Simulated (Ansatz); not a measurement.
Geometry optimisation, RKS PBE0/6-31G in Ansatz.

input.yaml

```yaml
crystal:
  periodic: [false, false, false]
  atoms:
    - { symbol: B, position_ang: [-1.5171, 0.6513, 1.0033] }
    - { symbol: C, position_ang: [-0.2325, 0.3345, 0.2102] }
    - { symbol: Si, position_ang: [0.7791, -0.7711, 1.2935] }
    - { symbol: O, position_ang: [-0.4945, -0.3364, -0.9836] }
    - { symbol: C, position_ang: [0.3283, -0.0154, -2.0348] }
    - { symbol: H, position_ang: [-2.6192, 0.4229, 0.5394] }
    - { symbol: H, position_ang: [-1.4878, 1.2845, 2.0204] }
    - { symbol: H, position_ang: [0.3521, 1.3139, 0.0325] }
    - { symbol: H, position_ang: [2.0787, -1.0785, 0.6694] }
    - { symbol: H, position_ang: [0.0809, -2.0149, 1.6111] }
    - { symbol: H, position_ang: [1.0971, -0.0803, 2.5921] }
    - { symbol: H, position_ang: [0.1715, 1.08203, -2.28092] }
    - { symbol: H, position_ang: [1.37258, -0.24407, -1.76999] }
    - { symbol: H, position_ang: [0.05746, -0.6614, -2.91544] }
basis:
  gaussian: { orbitals: "6-31G" }
hamiltonian:
  xc: pbe0
relax:
  f_tol: 0.015
  max_steps: 40
output:
  orbitals: {}
```

Launched with:

```bash
$ ansatz run input.yaml --threads 1 --pin off --max-ram 2048MiB --backend cpu --events-out ev --progress --plain --runs-dir out
```

Problem. Where does it end, and by what steps?

Solution. It converged. The force dipped under the threshold on the way, but the program's further checks kept it going. Limits of this set-up: no polarisation functions. After 14 steps the energy has fallen by 0.513 eV; H9 moved furthest, 0.67 Å.

| step | energy less start (eV) | largest force component (eV/Å) | accepted |
| --- | --- | --- | --- |
| 0 | 0.0000 | 2.565 | yes |
| 1 | -0.2911 | 1.814 | yes |
| 2 | -0.4322 | 0.734 | yes |
| 3 | -0.4484 | 0.809 | yes |
| 4 | -0.4789 | 0.192 | yes |
| 5 | -0.4875 | 0.078 | yes |
| 6 | -0.4959 | 0.148 | yes |
| 7 | -0.5013 | 0.237 | yes |
| 8 | -0.5069 | 0.121 | yes |
| 9 | -0.4979 | 0.394 | no |
| 10 | -0.5100 | 0.180 | yes |
| 11 | -0.5122 | 0.029 | yes |
| 12 | -0.5126 | 0.035 | yes |
| 13 | -0.5128 | 0.015 | yes |
| 14 | -0.5129 | 0.010 | yes |

```xyz
14
Properties=species:S:1:pos:R:3
B -1.603 0.523 1.052
C -0.385 0.501 0.131
Si 0.712 -0.689 1.310
O -0.595 -0.124 -1.148
C 0.491 0.038 -2.079
H -2.551 -0.168 0.833
H -1.538 1.167 2.063
H 0.180 1.442 0.051
H 1.613 -1.485 0.412
H -0.163 -1.646 2.071
H 1.530 0.109 2.286
H 0.687 1.101 -2.277
H 1.414 -0.433 -1.717
H 0.175 -0.449 -3.001
```

Time of the run: 2.1 min on 1 CPU thread of a shared host.
